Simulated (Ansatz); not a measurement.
`C[SiH](F)F` + `S[SiH2]Cl` → `F[SiH](F)S[SiH2]Cl` + CH₄ at 600 K and 1 bar (ligand exchange at the Si–C bond).

Gas-phase electronic energies from Ansatz, PBE0-D4/def2-TZVP geometries. CCSD(T)/CBS adds triple-zeta CCSD(T) − MP2 to the extrapolated MP2 energy (def2 sets, frozen cores). This one scheme is used for every species. Each species was taken in one conformer, which may not be the lowest.

```csv
species,CCSD(T)/CBS energy (Eh),H − E (kJ/mol),S (J/(mol·K))
`C[SiH](F)F`,-529.27654,182.8,377.1
`S[SiH2]Cl`,-1148.50980,116.7,365.2
`F[SiH](F)S[SiH2]Cl`,-1637.34667,166.1,502.5
CH₄,-40.46206,140.4,215.7
```

H − E and S are ideal-gas, rigid-rotor, harmonic terms from PBE0-D4/def2-TZVP, for one conformer and one mirror image of each species. 1 Eh = 2625.50 kJ/mol, R = 8.31446 J/(mol·K).

Q: By hand: ΔE, ΔH, ΔS and ΔG.

A: ΔE = (-1637.34667) + (-40.46206) − (-529.27654) − (-1148.50980) = -0.02239 Eh = -58.8 kJ/mol. Δ(H − E) = 166.1 + 140.4 − 182.8 − 116.7 = 7.0, so ΔH = -51.8 kJ/mol. ΔS = 502.5 + 215.7 − 377.1 − 365.2 = -24.1 J/(mol·K). ΔG = -51.8 − 600 × (-24.1)/1000 = -37.3 kJ/mol.

Q: By hand: the equilibrium constant, and the temperature at which ΔG would vanish if ΔH and ΔS stayed fixed.

A: log₁₀ K = −ΔG/(RT ln 10) = 3.2. ΔG = 0 at ΔH/ΔS = 2149 K.

ΔH outweighs TΔS. A doubt of 5 kJ/mol in ΔE shifts log₁₀ K by 0.4 here. Other conformers and mirror images would add mixing entropy, several J/(mol·K) or more a flexible species. Modes under 60 cm⁻¹, often nearly free rotors, make the harmonic entropy too high. These are equilibria of isolated gas molecules and say nothing of rates. Largest T1 diagnostic: 0.011 (customary marks: 0.02 for closed shells, 0.045 for open ones).
